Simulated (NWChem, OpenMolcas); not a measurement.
InSiH4F (SMILES [F][InH][SiH3]): methods side by side

The species is InSiH4F (7 atoms), meant as a singlet with charge 0. SMILES: `[F][InH][SiH3]`. The shape is that of a PBE0-D4/def2-TZVP optimisation.

Quantity: the vertical energy of the triplet above the singlet, in eV. The values are calculated.

```
                           level                 kind     program  value (eV)  CPU time (all runs)
   PBE/def2-SVP (core potential)                  GGA  OpenMolcas        3.86                 79 s
revPBE/def2-SVP (core potential)                  GGA  OpenMolcas        3.86                 78 s
 M06-L/def2-SVP (core potential)             meta-GGA  OpenMolcas        4.23              1.8 min
r2SCAN/def2-SVP (core potential)             meta-GGA  OpenMolcas        3.91              1.8 min
  PBE0/def2-SVP (core potential)        global hybrid      NWChem        4.13                 94 s
 B3LYP/def2-SVP (core potential)        global hybrid  OpenMolcas        4.13                 76 s
 BHLYP/def2-SVP (core potential)        global hybrid  OpenMolcas        4.39                 69 s
   MP2/def2-SVP (core potential)  perturbation theory      NWChem        4.48                 82 s
```

Spin-orbit coupling, which can split open shells on such heavy atoms by tenths of an eV, is left out. The values span 3.86 to 4.48 eV. In the correlated wave-function rows the outer d shell of In is correlated, in sets not made for it. Times are those of the runs behind each value, whatever else they computed, on shared processors of several kinds: orders of magnitude only.
